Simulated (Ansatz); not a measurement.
Correlation energies of C₂H₆AlFOSi (`C=C(F)[SiH2][O][AlH2]`) by basis set

| atom | x (Å) | y (Å) | z (Å) |
| --- | --- | --- | --- |
| C1 | 0.258 | -2.124 | -0.525 |
| C2 | 0.123 | -0.847 | -0.243 |
| F3 | -0.123 | -0.554 | 1.129 |
| Si4 | 0.161 | 0.792 | -1.211 |
| O5 | -0.160 | 1.854 | -0.047 |
| Al6 | -0.418 | 1.448 | 1.624 |
| H7 | 0.189 | -2.901 | 0.227 |
| H8 | 0.446 | -2.410 | -1.552 |
| H9 | 1.502 | 0.946 | -1.828 |
| H10 | -0.862 | 0.727 | -2.285 |
| H11 | 0.806 | 1.674 | 2.600 |
| H12 | -1.922 | 1.395 | 2.110 |

The species carries charge 0 and has multiplicity 1. The structure was optimised at the PBE0-D4/def2-TZVP level. It is one conformer, not always the lowest. Frozen core, restricted reference, Ansatz 0.2.0. CBS rows extrapolate triple and quadruple zeta; past MP2 they add the triple-zeta difference.

```
     basis     HF (Eh)  MP2 corr.  CCSD corr.       (T)  CCSD(T) total
def2-TZVPP  -784.58723   -1.00058    -1.04537  -0.03959     -785.67219
def2-QZVPP  -784.61594   -1.07997           –         –              –
 CBS(def2)  -784.61990   -1.13878    -1.18356     as TZ     -785.84305
```
